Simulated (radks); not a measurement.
The numbers below are computed, except where a source is named.
Valence configurations of Ca (all share [Ar]). Code: a radial shooting solver on a logarithmic mesh with Libxc functionals. Model: non-relativistic Kohn-Sham, PBEsol, spin-unpolarised, spherical densities, point nucleus. Energies are relative to 4s2; eigenvalues in eV.

| valence | E (eV) | e(3d) | e(4p) | e(4s) |
|---|---|---|---|---|
| 4s2 | 0.000 | - | - | -3.751 |
| 3d0.5 4s1.5 | 0.992 | -1.171 | - | -3.405 |
| 4s1 4p1 | 2.394 | - | -1.939 | -4.379 |
| 4p2 | 4.878 | - | -2.372 | - |
| 3d1 4s1 | 2.181 | -0.774 | - | -3.257 |
| 3d2 | 4.738 | -0.743 | - | - |
| 4s1.5 4p0.5 | 1.186 | - | -1.686 | -4.081 |
| 3d1 4s0.5 4p0.5 | 3.210 | -1.135 | -1.451 | -3.514 |
| 3d1 4p1 | 4.244 | -1.490 | -1.671 | - |

NIST lists [Ar] 4s2 as the ground configuration; this level of theory agrees among the configurations tried. The energies are those of spherical spin-averaged densities, not of single terms.
